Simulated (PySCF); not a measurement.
Species: CHBCl2Se.
InChI=1S/CHBCl2Se/c3-2(4)1-5/h1H

Theory: PBE0-D3(BJ)/def2-SVP geometry optimisation, gas phase in PySCF 2.14.0.

Masses are those of the commonest isotopes; rigid-rotor values at the optimised geometry. 

Question: What are A, B and C (cm⁻¹)?

Answer: Ia = 145.46, Ib = 568.39, Ic = 713.80 u·Å²; 505379 MHz·u·Å²/I gives 3474, 889.1 and 708.0 MHz, that is A = 0.11589, B = 0.02966, C = 0.02362 cm⁻¹.

Question: What kind of rotor is it?

Answer: An asymmetric top: κ = (2 × 889.1 − 3474 − 708.0)/(3474 − 708.0) = -0.87.

Question: What does the inertial defect say?

Answer: Not planar: Δ = Ic − Ia − Ib = -0.06 u·Å². For a rigid frame Δ = −2 Σ m c², so Σ m c² = 0.03 u·Å² lies off the ab plane: 0.01 from hydrogen and 0.02 from heavier atoms. The atom farthest from that plane is 0.07 Å away.

Question: Give the coordinates in the principal-axis frame, origin at the centre of mass.

Answer: The sense of each axis is arbitrary; atoms in the order of the calculation.
| atom | mass (u) | a (Å) | b (Å) | c (Å) |
| --- | --- | --- | --- | --- |
| Cl1 | 34.969 | -1.208 | 1.666 | 0.002 |
| B2 | 11.009 | -1.139 | -0.073 | 0.013 |
| Cl3 | 34.969 | -2.632 | -0.988 | -0.010 |
| C4 | 12.000 | 0.209 | -0.864 | 0.036 |
| Se5 | 79.917 | 1.804 | -0.132 | -0.005 |
| H6 | 1.008 | 0.141 | -1.961 | 0.073 |

Question: List the rotational levels J(Ka,Kc) to J = 5 (MHz).

Answer: Above 0(0,0):
J = 1: 1(0,1) 1597, 1(1,1) 4182, 1(1,0) 4363
J = 2: 2(0,2) 4782, 2(1,2) 7196, 2(1,1) 7739, 2(2,1) 15494, 2(2,0) 15504
J = 3: 3(0,3) 9537, 3(1,3) 11710, 3(1,2) 12796, 3(2,2) 20286, 3(2,1) 20332, 3(3,1) 33670, 3(3,0) 33670
J = 4: 4(0,4) 15835, 4(1,4) 17718, 4(1,3) 19528, 4(2,3) 26667, 4(2,2) 26804, 4(3,2) 40076, 4(3,1) 40078, 4(4,1) 58791, 4(4,0) 58791
J = 5: 5(0,5) 23644, 5(1,5) 25214, 5(1,4) 27923, 5(2,4) 34633, 5(2,3) 34946, 5(3,3) 48091, 5(3,2) 48099, 5(4,2) 66797, 5(4,1) 66797, 5(5,1) 90859, 5(5,0) 90859

Question: Which types of transition are allowed, and where do some lines up to J = 3 fall?

Answer: The dipole components are |μa| = 0.11 D, |μb| = 0.73 D, |μc| = 0.04 D. The squared components, which scale the intensities, stand as 0.02 : 1.00 : 0.00 (a : b : c). Some lines, for components of 0.1 D or more:

```
type  branch         J(Ka,Kc)    MHz  lower level (cm⁻¹)
   b       R  2(0,2) ← 1(1,1)    600               0.140
   a       Q  3(1,2) ← 3(1,3)   1086               0.391
   b       R  3(0,3) ← 2(1,2)   2342               0.240
   b       Q  1(1,0) ← 1(0,1)   2766               0.053
   b       Q  2(1,1) ← 2(0,2)   2957               0.160
   a       R  2(1,2) ← 1(1,1)   3013               0.140
   a       R  2(0,2) ← 1(0,1)   3185               0.053
   b       Q  3(1,2) ← 3(0,3)   3259               0.318
   a       R  2(1,1) ← 1(1,0)   3375               0.146
   b       R  1(1,1) ← 0(0,0)   4182               0.000
   a       R  3(0,3) ← 2(0,2)   4755               0.160
   a       R  3(2,2) ← 2(2,1)   4791               0.517
   a       R  3(2,1) ← 2(2,0)   4828               0.517
   a       R  3(1,2) ← 2(1,1)   5057               0.258
   b       R  2(1,2) ← 1(0,1)   5598               0.053
   b       R  3(1,3) ← 2(0,2)   6927               0.160
   b       Q  2(2,0) ← 2(1,1)   7765               0.258
   b       Q  2(2,1) ← 2(1,2)   8299               0.240
   b       Q  3(2,2) ← 3(1,3)   8576               0.391
   b       R  2(2,1) ← 1(1,0)  11131               0.146
   b       R  2(2,0) ← 1(1,1)  11321               0.140
   b       R  3(2,1) ← 2(1,2)  13136               0.240
   b       Q  3(3,0) ← 3(2,1)  13339               0.678
   b       Q  3(3,1) ← 3(2,2)  13384               0.677
   b       R  3(3,1) ← 2(2,0)  18167               0.517
   b       R  3(3,0) ← 2(2,1)  18176               0.517
```

Not checked by PBE0-D3(BJ)/def2-SVP frequencies. Zero-point vibration and centrifugal distortion are left out. Quadrupole hyperfine structure (11B, 35Cl) is left out.

The values belong to the conformer `[Cl:1][B:2]([Cl:3])[CH:4]=[Se:5]`: Cl1–B2–C4–Se5 -2°.
